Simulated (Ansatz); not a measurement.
`C[SiH2][SiH2]Cl` + `[SiH3][TeH]` → `C[SiH2][Te][SiH3]` + `[SiH3]Cl` at 500 K and 1 bar (cleavage of the Si–Si bond).

Isolated molecules relaxed with PBE0-D4/def2-TZVP in Ansatz; ΔE leaves out vibrations. CBS: MP2 limit from def2 TZ/QZ plus the TZ coupled-cluster correction, frozen cores. This one scheme is used for every species. Elements past krypton have def2 core potentials. For Te outer-core shells are correlated without core-valence functions, which leaves a few kJ/mol of doubt a bond. One conformer a species, not always the lowest.

```csv
species,CCSD(T)/CBS energy (Eh),H − E (kJ/mol),S (J/(mol·K))
`C[SiH2][SiH2]Cl`,-1080.25285,240.1,431.3
`[SiH3][TeH]`,-559.21313,112.6,337.4
`C[SiH2][Te][SiH3]`,-888.79691,263.8,479.3
`[SiH3]Cl`,-750.69636,92.3,281.7
```

H − E and S are ideal-gas, rigid-rotor, harmonic terms from PBE0-D4/def2-TZVP, for one conformer and one mirror image of each species. 1 Eh = 2625.50 kJ/mol, R = 8.31446 J/(mol·K).

By hand: ΔE, ΔH, ΔS and ΔG.

ΔE = (-888.79691) + (-750.69636) − (-1080.25285) − (-559.21313) = -0.02729 Eh = -71.6 kJ/mol. Δ(H − E) = 263.8 + 92.3 − 240.1 − 112.6 = 3.4, so ΔH = -68.2 kJ/mol. ΔS = 479.3 + 281.7 − 431.3 − 337.4 = -7.7 J/(mol·K). ΔG = -68.2 − 500 × (-7.7)/1000 = -64.4 kJ/mol.

By hand: the equilibrium constant, and the temperature at which ΔG would vanish if ΔH and ΔS stayed fixed.

log₁₀ K = −ΔG/(RT ln 10) = 6.7. ΔG = 0 at ΔH/ΔS = 8857 K, far beyond where these terms or the molecules hold.

The number of gas molecules stays the same, so ΔS is small and ΔH decides. A doubt of 5 kJ/mol in ΔE shifts log₁₀ K by 0.5 here. Other conformers and mirror images would add mixing entropy, several J/(mol·K) or more a flexible species. Modes under 60 cm⁻¹, often nearly free rotors, make the harmonic entropy too high. These are equilibria of isolated gas molecules and say nothing of rates. Largest T1 diagnostic: 0.011 (customary marks: 0.02 for closed shells, 0.045 for open ones).
